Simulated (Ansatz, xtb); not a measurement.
# BInOSi: 3 structures ranked

3 gas-phase structures of BInOSi, found in a search over its isomers (lower ones may exist). Each was relaxed with GFN2-xTB:

A. `O=[Si]=[B][In]`, a triplet
B. a singlet given by its coordinates
C. a triplet given by its coordinates

C (Å):

```xyz
4

B    -0.9330   -0.6090   -1.5032
In   -3.5384   -0.3524   -2.1154
O    -1.7176   -1.0955   -0.6767
Si   -1.0422    0.3229   -3.1800
```

Close contacts (Å): B1–In2 2.69, B1–O3 1.24, B1–Si4 1.92, In2–O3 2.44, In2–Si4 2.80.

B (Å):

```xyz
4

B     0.7795    0.1639    1.0082
In    1.2432   -2.0622    0.3243
O    -0.1195   -0.3763    0.0419
Si   -0.7002    1.2038    0.3271
```

Close contacts (Å): B1–In2 2.37, B1–O3 1.43, B1–Si4 1.93, In2–O3 2.19, O3–Si4 1.71.

Task: Estimate their order in r2SCAN-D4/def2-SVP energy at these geometries, lowest first.

Result: Calculated order at r2SCAN-D4/def2-SVP: C (0.0), B (43.1), A (67.6) kcal/mol.

Energies above the lowest of each column, in kcal/mol:

| structure | HF/STO-3G | r2SCAN-D4/def2-SVP |
| --- | --- | --- |
| C | 0.0 | 0.0 |
| B | 37.5 | 43.1 |
| A | 124.1 | 67.6 |

Every level run on C puts it lowest or level with the lowest. Some further structures that were screened fall inside this span and aren't listed. No reliable frequencies are at hand for these structures. GFN2-xTB has no spin polarisation and isn't compared across spin states. Open shells are spin-unrestricted, some with notable spin contamination. Atoms past krypton carry core potentials in the def2 sets, without spin–orbit terms.

Programs: Ansatz 0.2.0, xtb 6.7.1.
